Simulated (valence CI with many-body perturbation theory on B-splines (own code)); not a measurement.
The numbers below are computed, except where a source is named.
## Sensitivity of CI+MBPT for K¹³⁺

Method: valence CI with perturbative core correlation (CI+MBPT): four valence electrons over a frozen Dirac-Fock core [He], a basis of 6 s, 6 p, 5 d, 3 f, 1 g functions for each j, with the one-electron correlation potential Σ1, the two-electron term Σ2, the three-electron term Σ3, Breit, model QED; selected CI, second order for the rest, scaled by the run's own slope (own B-spline code, finite nucleus).

No measured spectrum was set against this ion. As an estimate, levels of excited configurations hold to 0.05 to 0.15 % of their energy, terms of the ground configuration to about 0.5 %.

The reference run has the lowest level 2s2.2p2 3P_0 and an ionisation energy of 786.795 eV. Its largest variational space holds 11671 state functions.

Changed runs:
A. natural orbitals for correlation on → off
B. size limit of the variational space 10000 → 3000
C. correlating orbitals by l 3 3 3 2 1 → 2 2 5 3 3
D. cutoff of virtual states (hartree) 722 → 48.17 (bad on purpose)

Excitation energies of the reference run in cm⁻¹, and shifts in cm⁻¹:

```
                 Level  Reference       A       B       C       D
          2s2.2p2 3P_1      13236     -44    -6.1    +3.0     -61
          2s2.2p2 3P_2      28232     +35    -5.0    -2.4     -75
          2s2.2p2 1D_2      96287   +2246    -6.7     -77    +553
          2s2.2p2 1S_0     179499   +1675    -0.1    -128    +772
          2s.2p3 5S°_2     250194   -5162    -4.2     +38     -78
          2s.2p3 3D°_2     458936   +1821    -5.6    -109   +1269
          2s.2p3 3D°_1     459655   +1842    -4.3    -109   +1270
          2s.2p3 3D°_3     461145   +1772    -9.0    -108   +1237
          2s.2p3 3P°_0     537826   +2491    -0.2    -144   +1446
          2s.2p3 3P°_1     538465   +2480    -3.6    -143   +1431
          2s.2p3 3P°_2     540362   +2452    -6.9    -142   +1413
          2s.2p3 1D°_2     677263   +7025     -10    -170   +2064
Ionisation energy (eV)    786.795  -0.405  -5e-05  +0.007  -0.307
```
